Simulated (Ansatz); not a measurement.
`[SiH3][SiH]1C=N1` + `OBCCBr` → `BrC[SiH]1C=N1` + `OBC[SiH3]`  (redistribution)

Gas-phase electronic energies from Ansatz, PBE0-D4/def2-TZVP geometries. CCSD(T)/CBS is the MP2 limit (def2-TZVPP, def2-QZVPP) plus CCSD(T) − MP2 in def2-TZVPP, frozen cores. DFT in def2-TZVPP. For Br outer-core shells are correlated without core-valence functions, which leaves a few kJ/mol of doubt a bond. Scalar relativity is left out up to krypton. Each species was taken in one conformer, which may not be the lowest.

(1) Is it downhill or uphill in electronic energy at CCSD(T)/CBS, and by how much? (Estimate.)

(2) What do these levels give: PBE-D4, ωB97X-V, PBE, PBE0, HF/def2-TZVPP, CCSD(T)/def2-TZVPP? (An estimate is asked.)

Largest T1 diagnostic among the species: 0.017.

## Answers

(1) The calculation gave: Downhill: ΔE = -35.6 kJ/mol.

(2) The calculation gave: PBE-D4 -25.2, ωB97X-V -34.8, PBE -25.8, PBE0 -29.9, HF/def2-TZVPP -41.9, CCSD(T)/def2-TZVPP -34.3 kJ/mol.

From PBE to PBE0 (25 % exact exchange), in def2-TZVPP and without D4, ΔE moves by −4.1 kJ/mol.
